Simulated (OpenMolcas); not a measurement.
Ionisation energies of xenon

- Program: OpenMolcas
- Basis: ANO-RCC-VDZP [6s5p3d1f]
- Scalar Hamiltonian: DKH2, point nucleus
- Spin-orbit coupling: state interaction with AMFI integrals over the reference wave functions, term energies averaged over their components

Active shells in each charge state: the valence s, p shells, with orbitals averaged over the low states. Where CASPT2's correlated closed shells are named, they are those of the first ion.

A. CASSCF
B. SS-CASPT2, IPEA 0.25 Eh, imaginary shift 0.1 Eh (closed shells correlated: 4d)
C. SS-CASPT2, IPEA 0.25 Eh, imaginary shift 0.1 Eh (closed shells correlated: none)
D. SS-CASPT2, IPEA 0.25 Eh, imaginary shift 0.1 Eh (closed shells correlated: 4s 4p 4d)
E. SS-CASPT2, IPEA 0 Eh, imaginary shift 0.1 Eh (closed shells correlated: 4d)

Energies in eV between the lowest computed levels, named as in B; reference values from the NIST Atomic Spectra Database with their kind.

| From | To | A | B | C | D | E | Spin-orbit share in B | Reference |
| --- | --- | --- | --- | --- | --- | --- | --- | --- |
| Xe4+ 5s² 5p² ³P₀ | Xe5+ 5s² 5p ²P°_1/2 | 53.567 | 54.296 | 54.004 | 54.307 | 54.367 | +0.421 | 54.100 (semi-empirical) |
| Xe5+ 5s² 5p ²P°_1/2 | Xe6+ 5s² ¹S₀ | 65.280 | 66.115 | 65.778 | 66.143 | 66.188 | +1.301 | 66.703 (measured) |
| Xe6+ 5s² ¹S₀ | Xe7+ 5s ²S_1/2 | 90.483 | 91.301 | 90.523 | 91.363 | 91.308 | +0.000 | 91.600 (semi-empirical) |
| Xe7+ 5s ²S_1/2 | Xe8+ 4d¹⁰ ¹S₀ | 104.183 | 105.439 | 104.183 | 105.518 | 105.470 | +0.000 | 105.978 (measured) |

Steps that some method lacks are left out, and so are those with a state whose active s or d shell is doubly occupied in every root (s and p with five to eight electrons, d10) over a frozen core shell of the same l, since the two then mix freely.

Error against the reference values, in %:

```
From       Reference     A     B     C     D     E
Xe4+  semi-empirical  -1.0  +0.4  -0.2  +0.4  +0.5
Xe5+        measured  -2.1  -0.9  -1.4  -0.8  -0.8
Xe6+  semi-empirical  -1.2  -0.3  -1.2  -0.3  -0.3
Xe7+        measured  -1.7  -0.5  -1.7  -0.4  -0.5
```

Mean absolute error over the 2 measured values: A 1.61 eV, B 0.56 eV, C 1.36 eV, D 0.51 eV, E 0.51 eV.

° marks odd parity.
